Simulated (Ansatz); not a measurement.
Two isomers of C3H8BN: A = `CCN1BC1`, B = `BNC(=C)C`.

Computed with Ansatz on PBE0-D4/def2-TZVP structures; ΔE is electronic, products minus reactants. CBS: MP2 limit from def2 TZ/QZ plus the TZ coupled-cluster correction, frozen cores. DFT in def2-TZVPP. B3LYP here is the variant with VWN-RPA as its local correlation; programs differ in this. Each species was taken in one conformer, which may not be the lowest.

A:

```xyz
13

C    -1.0700    0.8475   -1.2467
C     0.2907    0.6266   -0.6217
N     0.2283   -0.3306    0.4340
B    -0.3281   -1.2165    1.2726
C     1.2031   -0.9129    1.3570
H    -1.0057    1.5820   -2.0518
H    -1.4614   -0.0835   -1.6620
H    -1.7824    1.2136   -0.5044
H     0.6896    1.5691   -0.2255
H     1.0085    0.2795   -1.3758
H    -1.3358   -1.7501    1.5910
H     1.6160   -0.2431    2.1138
H     1.9472   -1.5815    0.9195
```

B:

```xyz
13

B     1.387    1.379   -0.519
N     1.079    0.120   -0.004
C    -0.167   -0.488    0.198
C    -0.247   -1.716    0.713
C    -1.368    0.304   -0.189
H     2.543    1.676   -0.595
H     0.521    2.122   -0.868
H     1.846   -0.474    0.278
H     0.640   -2.276    0.988
H    -1.206   -2.189    0.870
H    -2.272   -0.268    0.011
H    -1.415    1.244    0.368
H    -1.342    0.565   -1.250
```

Task: Which is lower in electronic energy at CCSD(T)/CBS, and by how much? (Best estimate.)

Result: Ansatz gave: B, by 29.1 kcal/mol.

Task: Give E(B) − E(A) in kcal/mol with PBE0-D4, CCSD/def2-TZVPP, PBE-D4, B3LYP-D4, B3LYP, r2SCAN-D4, HF/def2-TZVPP. (Best estimate.)

Result: The calculation gave: PBE0-D4 -26.0, CCSD/def2-TZVPP -29.1, PBE-D4 -26.3, B3LYP-D4 -30.2, B3LYP -29.5, r2SCAN-D4 -28.2, HF/def2-TZVPP -32.5. None reverses the order clearly.

Largest T1 diagnostic: 0.013.

In def2-TZVPP, CCSD(T) changes the Hartree–Fock value by +3.2 kcal/mol (the triples alone add −0.2 kcal/mol) and MP2 by +4.9 kcal/mol.
